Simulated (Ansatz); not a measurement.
Consider the formal hydrolysis of the Si–Se bond: `O[SiH2][Se][SiH3]` + H₂O → `O[SiH2]O` + `[SiH3][SeH]`.

Isolated molecules relaxed with PBE0-D4/def2-TZVP in Ansatz; ΔE leaves out vibrations. CCSD(T)/CBS is the MP2 limit (def2-TZVPP, def2-QZVPP) plus CCSD(T) − MP2 in def2-TZVPP, frozen cores. This one scheme is used for every species. Functionals use def2-TZVPP. B3LYP here is the variant with VWN-RPA as its local correlation; programs differ in this. For Se outer-core shells are correlated without core-valence functions, which leaves a few kJ/mol of doubt a bond. Scalar relativity is left out up to krypton. Each species was taken in one conformer, which may not be the lowest.

```tsv
level	ΔE (kJ/mol)	difference from CCSD(T)/CBS
PBE-D4	-24.8	7.9
r2SCAN-D4	-36.2	-3.5
PBE0-D4	-26.7	6.0
B3LYP-D4	-38.7	-6.0
ωB97X-V	-40.0	-7.3
PBE	-31.8	0.9
B3LYP	-50.0	-17.3
HF/def2-TZVPP	-59.9	-27.2
SCS-MP2/def2-TZVPP	-42.1	-9.4
SCS-MP2/def2-QZVPP	-38.8	-6.1
CCSD(T)/CBS	-32.7	0
```

Largest T1 diagnostic among the species: 0.011.

In def2-TZVPP, CCSD(T) changes the Hartree–Fock value by +20.2 kJ/mol (the triples alone add +3.8 kJ/mol) and MP2 by +25.3 kJ/mol. The D4 term adds +11.3 kJ/mol with B3LYP and +6.3 kJ/mol with PBE0; it sums over pairs of atoms, weighted by their polarisabilities, and B3LYP, whose exchange is more repulsive, gets the larger term.
